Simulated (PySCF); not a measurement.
**C₆ coefficients of unlike pairs at UHF**

Calculated with PySCF 2.14 from the dipole response of each species, C₆(A,B) = (3/π) ∫ α_A(iu) α_B(iu) du, in atomic units, from isotropic polarisabilities. For ions this is the dispersion term alone; charge-induced terms of lower order in 1/R come first.

```tsv
species	configuration	basis	relativity	α (bohr³)	C₆ (like pair)
Ar³⁺	[Ne] 3s2 3p3 (4S)	aug-cc-pwCVDZ (6s5p3d)	none	3.692	10.00
Ga²⁺	[Ar] 3d10 4s1 (2S)	aug-cc-pVTZ-PP with one added diffuse shell each of s, d, f type with ECP10MDF (7s5p5d3f)	core potential	12.10	35.70
Te²⁺	[Kr] 4d10 5s2 5p2 (3P)	aug-cc-pwCVTZ-DK3 with one added diffuse shell each of s, p, d, f type (11s10p8d5f1g)	spin-free X2C	15.51	105.5
Pb⁻	[Xe] 4f14 5d10 6s2 6p3 (4S)	aug-cc-pVTZ-PP with one added diffuse shell each of d, f type with ECP60MDF (6s5p5d3f)	core potential	209.3	3861
```

Problem. Estimate C₆ for Pb⁻ with Ar³⁺.

Solution. The integral gives 137.3. The combination rule 2 C_A C_B / (C_A α_B/α_A + C_B α_A/α_B) gives 121.6 and the geometric mean 196.5.

No spin-orbit coupling is included, so Pb⁻, close to jj coupling, stand for model states.

The other pairs:

| pair | C₆ |
| --- | --- |
| Ga²⁺, Ar³⁺ | 16.86 |
| Pb⁻, Ga²⁺ | 341.0 |
| Pb⁻, Te²⁺ | 515.5 |
| Te²⁺, Ar³⁺ | 31.74 |
| Te²⁺, Ga²⁺ | 59.20 |
